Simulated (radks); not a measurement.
Question: All-electron atom: Ag+ in [Kr] 4d10. Method: non-relativistic Kohn-Sham, LDA (Slater exchange, Perdew-Wang correlation), spin-polarised, spherical densities, point nucleus; relativity is left out, which matters for an element this heavy; computed with a radial shooting solver on a logarithmic mesh with Libxc functionals. Some entries of the table are withheld. Estimate them.

orbital  occ.  eigenvalue (eV)  <r> (bohr)
1s          2        -24507.10     0.03242
2s          2              (1)      0.1406
2p          6        -3298.149      0.1201
3s          2        -652.2827      0.3820
3p          6        -554.0268      0.3737
3d         10              (2)      0.3459
4s          2              (3)      0.9428
4p          6         -64.8583         (4)
4d         10         -16.1515       1.376

Answer: 
(1) 2s eigenvalue (eV): -3541.588
(2) 3d eigenvalue (eV): -371.7052
(3) 4s eigenvalue (eV): -95.7638
(4) 4p <r> (bohr): 1.015
